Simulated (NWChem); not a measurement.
Molecule: CBF$_{5}$; SMILES FB(F)C(F)(F)F

```xyz
7

B      0.0089    -0.9717     0.0055
C      0.0086     0.6402     0.0025
F     -0.5136     1.0983    -1.1432
F      1.2343     1.1482     0.1239
F     -0.7344     1.1160     1.0084
F      1.1326    -1.6366     0.0032
F     -1.1295    -1.6129     0.0029
```
Atoms are numbered in this order, from 1.

All runs: NWChem. Pople sets run with spherical d functions. Structure relaxed at the PBE0/def2-SVP level.

Q: Estimate the computed values for revPBE/6-31G*. Quantities: highest occupied level (eV); orbital gap (eV); dipole (D).

A: 
| Item | Result |
|---|---|
| highest occupied level (eV) | -8.00 |
| orbital gap (eV) | 6.57 |
| dipole (D) | 0.70 |
